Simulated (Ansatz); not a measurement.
`[CH3][Ta](=[O])([OH])[OH]`. Charge 0, multiplicity 1. Ta: def2 effective core potential.

| atom | x (Å) | y (Å) | z (Å) |
| --- | --- | --- | --- |
| C1 | 0.8579 | 1.2592 | 0.3136 |
| Ta2 | -0.3369 | -0.4474 | -0.2669 |
| O3 | -0.5678 | -0.2603 | -1.9613 |
| O4 | -1.9940 | -0.3430 | 0.6672 |
| O5 | 0.6673 | -2.0196 | 0.1192 |
| H6 | 0.3391 | 2.1924 | 0.0741 |
| H7 | 1.8098 | 1.2647 | -0.2261 |
| H8 | 1.0695 | 1.2471 | 1.3878 |
| H9 | -2.8874 | -0.2086 | 0.3510 |
| H10 | 1.0424 | -2.6844 | -0.4585 |

List the harmonic frequencies (cm⁻¹, unscaled) at PBE0-D4/def2-TZVP in Ansatz. (Best estimate.)

Computed: 113, 160, 165, 181, 213, 224, 391, 391, 522, 526, 553, 577, 631, 716, 719, 1008, 1204, 1421, 1424, 3032, 3120, 3122, 3937, 3941.

Is this a minimum?

Yes, all 24 modes are real.

Give the ideal-gas thermochemistry at 298.15 K and 1 bar (rigid rotor, harmonic oscillator; point group Cs, symmetry number 1).

Zero-point energy 169.2 kJ/mol; H(298) − E = 193.4 kJ/mol; entropy 373.3 J/(mol·K), of which translation 177.5, rotation 112.6, vibration 83.2; G(298) − E = 82.1 kJ/mol.
